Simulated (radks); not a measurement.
Question: Neutral samarium: order these configurations by energy. Method: Dirac Kohn-Sham, BLYP, spin-unpolarised, spherical densities, finite nucleus; Fermi nuclear charge, rms radius of each element as measured or else 0.836 A^(1/3) + 0.57 fm; computed with a radial shooting solver on a logarithmic mesh with Libxc functionals. Sub-shells are occupied by j as written (lower j first in brackets). [Xe] 4f(5/2: 5, 7/2: 0) 5d(3/2: 1, 5/2: 0) 6s2; [Xe] 4f(5/2: 5, 7/2: 0) 6s2 6p(1/2: 1, 3/2: 0); [Xe] 4f(5/2: 6, 7/2: 0) 5d(3/2: 1, 5/2: 0) 6s1; [Xe] 4f(5/2: 6, 7/2: 0) 6s1 6p(1/2: 1, 3/2: 0); [Xe] 4f(5/2: 6, 7/2: 0) 6s2.

Answer: From the lowest, in eV above it: [Xe] 4f(5/2: 6, 7/2: 0) 6s2 0.000; [Xe] 4f(5/2: 6, 7/2: 0) 5d(3/2: 1, 5/2: 0) 6s1 1.947; [Xe] 4f(5/2: 6, 7/2: 0) 6s1 6p(1/2: 1, 3/2: 0) 2.340; [Xe] 4f(5/2: 5, 7/2: 0) 5d(3/2: 1, 5/2: 0) 6s2 2.815; [Xe] 4f(5/2: 5, 7/2: 0) 6s2 6p(1/2: 1, 3/2: 0) 4.786.
